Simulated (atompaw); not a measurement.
# arsenic (As): one change to a PAW (atompaw) potential, before and after

```
Element                 : As
Generator               : atompaw 4.2.0.5
Type                    : PAW
Functional              : PBEsol
Relativity              : non-relativistic
Frozen core             : [Ar] 3d10
Valence charge          : 5
Reference configuration : 4s1.75 4p3.25
Partial waves           : 4s (bound): rc 1.35 bohr; 4s channel at 1.45 Ry: rc 2.10 bohr; 4p (bound): rc 2.10 bohr; 4p channel at 0.05 Ry: rc 2.10 bohr
Local potential         : troulliermartins scheme with l = 2 at 1 Ry, radius 2.00 bohr
Core correction         : smooth core density matched at 1.15 bohr
Augmentation charge     : besselshape compensation charge, radius 1.75 bohr; PAW radius 2.10 bohr; waves and projectors: custom rrkj vanderbiltortho
```

Change: wave 4s (bound): rc 1.35 bohr becomes 4s (bound): rc 1.90 bohr.

Cutoffs: the cutoffs (Ry, on a coarse ladder) from which the occupation-weighted sum of valence levels, in a spherical-Bessel basis at the reference potential, stays within 10 and 1 mRy of its value at 400 Ry; they do not see the model core or the augmentation charge, which bear on the density cutoff.

What does the change do?

The potential gets softer (18 Ry and 35 Ry → 12 Ry and 18 Ry); neither file shows a bound ghost.

| quantity | base | changed |
| --- | --- | --- |
| cutoff, loose | 18 Ry | 12 Ry |
| cutoff, tight | 35 Ry | 18 Ry |
| loose cutoff by channel (10 mRy a level) | s 18 Ry, p 8 Ry | s 6 Ry, p 8 Ry |
| bound ghosts | none | none |
| s: phases at 2.10 bohr within 0.05 rad from the reference energy up to (Ry; the scan ends near 5) | to the end of the scan | to the end of the scan |
| p: phases at 2.10 bohr within 0.05 rad from the reference energy up to (Ry; the scan ends near 5) | to the end of the scan | to the end of the scan |
| lowest overlap eigenvalue by channel | s 0.03, p 0.12 | s 0.20, p 0.12 |

 The cutoffs see the waves, projectors and local potential, not the compensation charge or the core.
